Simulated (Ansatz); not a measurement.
Sr (SMILES [Sr]), singlet (all electrons, no relativity). Base run: Ansatz (a quantum-chemistry and plane-wave program) with PBE/STO-3G.

The Ansatz input:
Ansatz 0.2 input:
```yaml
crystal:
  periodic: [false, false, false]
  atoms:
    - {symbol: Sr, position_ang: [0.00000000, 0.00000000, 0.00000000]}
basis:
  gaussian:
    orbitals: STO-3G
hamiltonian:
  xc: pbe
```

Variants of this job, named by their change:

| change | basis functions | E (Eh) |
|---|---|---|
| base | 22 | -3100.10671 |
| basis = ANO-RCC-VDZP; relativity = spin-free X2C | 31 | -3178.81939 |
| basis = x2c-SVPall; relativity = none | 50 | -3107.46927 |
| basis = jorge-DZP-DKH; relativity = spin-free X2C; nucleus = Gaussian | 36 | -3178.56866 |
| basis = x2c-SVPall; relativity = spin-free X2C | 50 | -3178.57749 |
| basis = ANO-RCC-VDZP; relativity = spin-free X2C; nucleus = Gaussian | 31 | -3178.78537 |
| basis = jorge-DZP-DKH; relativity = none | 36 | -3118.21558 |
| basis = x2c-SVPall; relativity = spin-free X2C; nucleus = Gaussian | 50 | -3178.55092 |
| basis = ANO-RCC-VDZP; relativity = none | 31 | -3098.08437 |
| basis = jorge-DZP-DKH; relativity = spin-free X2C | 36 | -3178.59867 |

Totals shift with the method and basis; they matter in differences.

Ansatz warned in this series: the basis is contracted for relativity, which the run leaves out.

Basis sets contracted for a relativistic Hamiltonian are a mismatch without it, so the rows without relativity aren't non-relativistic limits. No row has spin-orbit coupling; sets with core potentials leave out the core electrons.
